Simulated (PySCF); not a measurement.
# Ionisation energy of Cr²⁺ by level of theory

Cr²⁺ [Ar] 3d4 [3d3/2^4, M_J = 0] → Cr³⁺ [Ar] 3d3 [3d3/2^3, M_J = 3/2], as a difference of total energies. Computed with PySCF 2.14 in x2c-QZVPPall-2c, with the two-component X2C-1e Hamiltonian. Correlated levels: [Ne] frozen; the 8 highest virtual spinors dropped. "Screened" scales the spin-orbit matrix elements by Boettger's factors to mimic the two-electron term; Breit and QED terms are absent.

```csv
method,ionisation energy (eV)
GHF (spin-free),29.778
GMP2 (spin-free),31.042
GHF (screened spin-orbit),29.754
GMP2 (screened spin-orbit),31.018
```

How much does correlation contribute at GMP2 (screened spin-orbit)?

31.018 − (29.754) = 1.264 eV, measured against GHF (screened spin-orbit).

Errors of the correlated levels include the incompleteness of this basis and the frozen core.

The labels give the starting determinants; with spin-orbit coupling the two ends relaxed to ⟨J²⟩ = 3.94, ⟨L²⟩ = 6.00, ⟨S²⟩ = 6.00 and ⟨J²⟩ = 6.66, ⟨L²⟩ = 12.00, ⟨S²⟩ = 3.75.

The determinant of Cr²⁺ and of Cr³⁺ mixes levels of different J (the jj label is only the starting occupation), so the difference between spin-free and spin-orbit rows is not the physical spin-orbit shift.

For comparison: 30.959 ± 0.025 eV (measured; NIST Atomic Spectra Database, ionization energies).
